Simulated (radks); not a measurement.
Values are calculated unless marked as measured or tabulated.
Hf3+, 69 electrons, occupied as [Xe] 4f11 5d1 6s2 6p1 (not the ground configuration).

Code: a radial shooting solver on a logarithmic mesh with Libxc functionals. Model: scalar-relativistic Kohn-Sham, r2SCAN, spin-polarised, spherical densities, finite nucleus; open shells are filled with parallel spins first (spin-orbit coupling, left out, can overturn this in heavy ions); meta-GGA in the generalised Kohn-Sham scheme; Fermi nuclear charge, rms radius 5.347 fm.

Energy parts (eV):
total: -410136.27
kinetic: 449309.92
electron-nucleus: -1007144.46
Hartree: 155997.78
exchange-correlation: -8299.50

Orbitals (lengths in bohr, moments of r in powers of bohr):
\begin{tabular}{lrrr}
orbital & occ. & eigenvalue (eV) & <r^2> \\ \hline
1s up & 1 & -65424.01 & 0.0004953 \\
1s down & 1 & -65423.98 & 0.0004953 \\
2s up & 1 & -11274.35 & 0.007642 \\
2s down & 1 & -11274.22 & 0.007642 \\
2p up & 3 & -9905.885 & 0.006288 \\
2p down & 3 & -9905.753 & 0.006288 \\
3s up & 1 & -2638.772 & 0.04970 \\
3s down & 1 & -2636.394 & 0.04965 \\
3p up & 3 & -2228.010 & 0.05038 \\
3p down & 3 & -2225.609 & 0.05032 \\
3d up & 5 & -1740.556 & 0.04195 \\
3d down & 5 & -1738.669 & 0.04187 \\
4s up & 1 & -596.3423 & 0.2449 \\
4s down & 1 & -591.8221 & 0.2451 \\
4p up & 3 & -460.0163 & 0.2770 \\
4p down & 3 & -455.6026 & 0.2774 \\
4d up & 5 & -282.9900 & 0.3213 \\
4d down & 5 & -278.6108 & 0.3224 \\
5s up & 1 & -123.0844 & 1.281 \\
5s down & 1 & -120.6875 & 1.292 \\
5p up & 3 & -86.7069 & 1.657 \\
4f up & 7 & -86.7060 & 0.4482 \\
5p down & 3 & -84.6074 & 1.671 \\
4f down & 4 & -82.3764 & 0.4567 \\
5d up & 1 & -42.4227 & 2.919 \\
5d down & 0 & -40.5292 & 2.946 \\
6s up & 1 & -34.3209 & 6.812 \\
6s down & 1 & -32.5103 & 6.882 \\
6p up & 1 & -25.5603 & 9.122 \\
6p down & 0 & -23.7856 & 9.120 \\
\end{tabular}

The highest occupied level is 6p up at -25.560 eV. The configuration is held as typed, so some empty levels lie below it. Spin moment in Bohr magnetons: 5.
